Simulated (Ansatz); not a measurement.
Computed with Ansatz on PBE0-D4/def2-TZVP structures; ΔE is electronic, products minus reactants. CCSD(T)/CBS is the MP2 limit (def2-TZVPP, def2-QZVPP) plus CCSD(T) − MP2 in def2-TZVPP, frozen cores. This one scheme is used for every species. Functionals use def2-TZVPP. For Ge outer-core shells are correlated without core-valence functions, which leaves a few kJ/mol of doubt a bond. Scalar relativity is left out up to krypton. One conformer a species, not always the lowest.

`C[N]1[CH2][GeH2]1` + `C=CS` → `C=CSC` + `[CH2]1[NH][GeH2]1`  (substitution at a C–N bond)

(1) Is it downhill or uphill in electronic energy at CCSD(T)/CBS, and by how much? (An estimate is asked.)

(2) What do these levels give: PBE-D4, ωB97M-V, PBE, HF/def2-TZVPP, HF/CBS(def2), MP2/CBS(def2)? (Estimate.)

Largest T1 diagnostic among the species: 0.012.

Answers

(1) Ansatz gave: Downhill: ΔE = -5.7 kcal/mol.

(2) The calculation gave: PBE-D4 -6.0, ωB97M-V -5.9, PBE -6.3, HF/def2-TZVPP -5.2, HF/CBS(def2) -5.2, MP2/CBS(def2) -6.1 kcal/mol.
